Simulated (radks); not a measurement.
Values are calculated unless marked as measured or tabulated.
Numerical settings for the chromium ion Cr2+, [Ar] 3d4. Code: a radial shooting solver on a logarithmic mesh with Libxc functionals. Model: Dirac Kohn-Sham, PBE, spin-unpolarised, spherical densities, finite nucleus; open shells are shared between the two j in proportion to 2j + 1; Fermi nuclear charge, rms radius 3.6452 fm. The defaults (mesh step 0.008 in ln r, mesh end at 40 bohr or more with all orbitals vanishing there, Anderson mixing 0.5 over 9 steps, residual threshold near 1e-9 with the energy settled to 1e-9 hartree or 1e-11 of itself, here a cap of 82 iterations) give E = -1049.6969 hartree and 3d5/2 at -22.818 eV in 14 iterations. Run on one thread of a shared host, so times are rough (Arm Neoverse V1): 0.08 s of CPU time, 0.08 s wall, 14 iterations on 2189 mesh points. Changes against that run (0 stands for a change within the tolerance of the run):

| setting | iterations | converged | E (mhartree) | e(3d5/2) (meV) | CPU (s) |
|---|---|---|---|---|---|
| mesh step in ln r 0.012 | 14 | yes | 0 | 0 | 0.06 |
| mesh step in ln r 0.005 | 15 | yes | 0 | 0 | 0.13 |
| mesh step in ln r 0.2 | 4 | no | diverged | - | 0.01 |
| mesh end (bohr) 5 | 14 | yes | +3.06 | +167 | 0.08 |
| mesh end (bohr) 400 | 14 | yes | 0 | 0 | 0.09 |
| residual threshold 1e-13 | 82 | no | 0 | 0 | 0.25 |
| residual threshold 1e-05 | 10 | yes | 0 | +0.0394 | 0.07 |
| mixing 2.5 | 17 | yes | 0 | 0 | 0.1 |
| linear mixing, mixing 0.5 | 30 | yes | 0 | 0 | 0.14 |
| linear mixing, mixing 0.8 | 82 | no | 0 | 0 | 0.37 |
| mixing history 20 | 20 | yes | 0 | 0 | 0.11 |
| iteration cap 8 | 8 | no | 0 | -1.55 | 0.05 |

Settings that end as converged yet miss the energy by more than 1 mhartree: mesh end (bohr) 5 (+0.00306 hartree). A mesh that ends early acts as a hard wall.
